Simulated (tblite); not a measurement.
Species: C5H12N2Si.
Z-matrix (Å and degrees, GFN2-xTB geometry), rows numbered from 1:
```
C 
N   1  1.2499
C   2  1.4271  1  121.11
C   3  1.5289  2  107.80  1   118.05
C   4  1.5214  3  110.74  2   166.30
Si  4  1.9117  3  108.75  2    41.69
N   6  1.7212  4  104.08  3    54.67
C   7  1.2469  6  134.05  4  -114.12
H   1  1.0965  2  124.17  3     2.24
H   1  1.0805  2  118.85  3  -178.18
H   3  1.1040  2  112.91  1    -5.79
H   3  1.0944  2  106.94  1  -125.57
H   4  1.0943  3  107.72  2   -75.12
H   5  1.0908  4  110.96  3    54.76
H   5  1.0873  4  110.43  3   -65.51
H   5  1.0874  4  110.28  3   174.78
H   6  1.4663  4  109.35  3   162.77
H   6  1.4649  4  110.34  3   -75.56
H   8  1.0923  7  124.93  6    -2.86
H   8  1.0887  7  119.24  6   177.35
```

Method: GFN2-xTB as coded in tblite; computed harmonic values from a numerical Hessian at the method's own geometry, unscaled. Errors from tens to a few hundred cm⁻¹ against measured bands are possible. Modes of hydrogen on silicon can be 10 to 20 % off. One conformer, not necessarily the lowest.

Harmonic wavenumbers (cm⁻¹): 41.5, 67.8, 76.6, 91.2, 148.2, 187.3, 230.4, 242.3, 281.2, 364.0, 400.1, 460.4, 488.7, 548.4, 578.8, 636.1, 707.0, 721.7, 786.5, 803.3, 937.0, 970.1, 981.2, 997.5, 1027.3, 1036.4, 1118.4, 1126.0, 1144.4, 1149.3, 1223.5, 1275.2, 1297.2, 1326.2, 1414.8, 1422.4, 1451.3, 1471.1, 1505.4, 1506.5, 1755.9, 1765.0, 2222.6, 2248.2, 2816.3, 2864.8, 2891.2, 2932.8, 2946.1, 2958.2, 2990.6, 3032.9, 3037.8, 3068.8.

A = 1863, B = 1439, C = 1027 MHz; mass 128.077 u (most abundant isotopes); point group C1, symmetry number 1.

Zero-point energy?

½Σν̃ = 34887 cm⁻¹ = 417.34 kJ/mol.

Entropy at 298.15 K, 1 bar (ideal gas, RRHO, classical rotation)?

Translation 169.38, rotation 121.95, vibration 142.73: S = 434.1 J/(mol K).

And Cp and H(298.15 K) − H(0)?

Cp = 172.16 J/(mol K), of which vibrations give 138.90 (their classical limit is 54 R = 449.0); H(298.15 K) − H(0) = 31.69 kJ/mol without the zero-point energy, 21.77 from vibrations.

What must be added to the electronic energy to get the Gibbs energy at 298.15 K and 1 bar?

ZPE + [H(298.15 K) − H(0)] − T·S = 417.34 + 31.69 − 129.41 = 319.62 kJ/mol.

How do the functions run with temperature in this model?

| T (K) | S (J/(mol K)) | Cp (J/(mol K)) | H − H(0) (kJ/mol) | G − H(0) (kJ/mol) | ln q(vib) |
| --- | --- | --- | --- | --- | --- |
| 100 | 300.7 | 87.0 | 6.00 | -24.07 | 2.28 |
| 200 | 374.3 | 129.9 | 16.87 | -58.00 | 5.44 |
| 300 | 435.1 | 173.0 | 32.01 | -98.53 | 8.44 |
| 500 | 542.4 | 250.0 | 74.65 | -196.53 | 14.17 |
| 800 | 678.2 | 327.8 | 162.29 | -380.30 | 22.19 |
| 1000 | 755.3 | 362.3 | 231.48 | -523.81 | 27.12 |

q(vib) and H(0) count from the zero-point level.

Blend soft modes into free rotors: weight 1/[1 + (100 cm⁻¹/ν̃)⁴] for the oscillator and the rest for a rotor with moment μB/(μ + B), μ = h/(8π²ν), B = 10⁻⁴⁴ kg m². What vibrational entropy results?

129.00 J/(mol K) in place of 142.73, which changes −T·S at 298.15 K by +4.09 kJ/mol.

Which modes carry the vibrational entropy at 298.15 K?

41.5 cm⁻¹: 21.70; 67.8 cm⁻¹: 17.64; 76.6 cm⁻¹: 16.64; 91.2 cm⁻¹: 15.21; 148.2 cm⁻¹: 11.28; 187.3 cm⁻¹: 9.43 J/(mol K); the other 48 give 50.84 together.

Hindered rotation and anharmonicity are outside this model. Other conformers, if any are populated, would add a mixing term that is left out. The structure is chiral; the term R ln 2 for an equal mix with its mirror image is left out.
